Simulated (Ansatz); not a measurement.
Basis-set extrapolation for F₃H₃O₂Si₂ (`O[SiH](O)[Si](F)(F)F`) (PBE0-D4/def2-TZVP geometry, frozen core, Ansatz). Multiplicity 1, RHF reference.

```csv
,def2-TZVPP,def2-QZVPP
HF,-1028.211318,-1028.252524
MP2 correlation,-1.449731,-1.582580
CCSD(T) correlation,-1.513999,not run
```

Energies in hartree. Use E(X) = E(∞) + A·exp(−7.88·√X) for Hartree–Fock and E(X) = E(∞) + B·X^(−2.97) for correlation, with X = 3 and 4, and add CCSD(T) minus MP2 of the smaller set to the MP2 limit.

What is the CCSD(T) energy at the basis-set limit?

HF limit: -1028.252524 + (-0.041206) × 0.13774 = -1028.25820. MP2 limit: -1.582580 + (-0.132849) × 0.74074 = -1.68099. Higher-order term: -1.513999 − (-1.449731) = -0.06427. Total: -1030.00346 hartree, 730.3 kJ/mol below CCSD(T)/def2-TZVPP.
